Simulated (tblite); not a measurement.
C₆H₅O (doublet state).
Atom-mapped SMILES: `[CH:1]#[C:2][C:3]1=[CH:4][O:5][CH2:6][CH:7]1` (hydrogens: H8 on C1; H9 on C4; H10, H11 on C6; H12 on C7)

Level: GFN2-xTB in tblite, geometry and Hessian alike; calculated harmonic values, unscaled, isolated species. Against measured fundamentals such values can be off by several per cent, at times by over 20. Open shells enter through the occupations alone, without spin polarisation, and single modes of such species can be off by tens of per cent.

Harmonic wavenumbers (cm⁻¹): 141.8, 144.5, 276.9, 376.7, 436.5, 534.6, 556.1, 564.4, 624.0, 665.2, 666.3, 750.1, 935.1, 939.8, 990.5, 1020.5, 1105.9, 1119.1, 1165.8, 1179.9, 1292.3, 1372.1, 1447.7, 1516.9, 2270.4, 2790.1, 2851.8, 3173.5, 3193.7, 3401.1.

A = 8797, B = 1858, C = 1549 MHz; mass 93.034 u (most abundant isotopes); point group Cs, symmetry number 1; spin multiplicity 2.

Question: Zero-point energy?

Answer: ½Σν̃ = 18752 cm⁻¹ = 224.32 kJ/mol.

Question: What is S at 298.15 K and 1 bar for an ideal gas of classical rigid rotors and harmonic oscillators?

Answer: Translation 165.39, rotation 112.73, vibration 52.97, spin (R ln 2) 5.76: S = 336.8 J/(mol K).

Question: And Cp and H(298.15 K) − H(0)?

Answer: Cp = 110.37 J/(mol K), of which vibrations give 77.11 (their classical limit is 30 R = 249.4); H(298.15 K) − H(0) = 19.66 kJ/mol without the zero-point energy, 9.75 from vibrations.

Question: How do the functions run with temperature in this model?

Answer: 
```csv
T (K),S (J/(mol K)),Cp (J/(mol K)),H − H(0) (kJ/mol),G − H(0) (kJ/mol),ln q(vib)
50,225.9,38.2,1.72,-9.58,0.03
100,256.1,50.1,3.93,-21.68,0.30
373.15,364.0,131.7,28.76,-107.06,3.47
500,406.7,160.6,47.39,-155.98,5.31
750,479.6,198.0,92.63,-267.07,9.00
1000,540.0,221.2,145.24,-394.75,12.49
```

q(vib) and H(0) count from the zero-point level.

Question: Blend soft modes into free rotors: weight 1/[1 + (100 cm⁻¹/ν̃)⁴] for the oscillator and the rest for a rotor with moment μB/(μ + B), μ = h/(8π²ν), B = 10⁻⁴⁴ kg m². What vibrational entropy results?

Answer: 52.60 J/(mol K) in place of 52.97, which changes −T·S at 298.15 K by +0.11 kJ/mol.

Question: Which modes carry the vibrational entropy at 298.15 K?

Answer: 141.8 cm⁻¹: 11.63; 144.5 cm⁻¹: 11.48; 276.9 cm⁻¹: 6.50; 376.7 cm⁻¹: 4.40; 436.5 cm⁻¹: 3.50; 534.6 cm⁻¹: 2.41 J/(mol K); the other 24 give 13.04 together.

Hindered rotation and anharmonicity are outside this model.
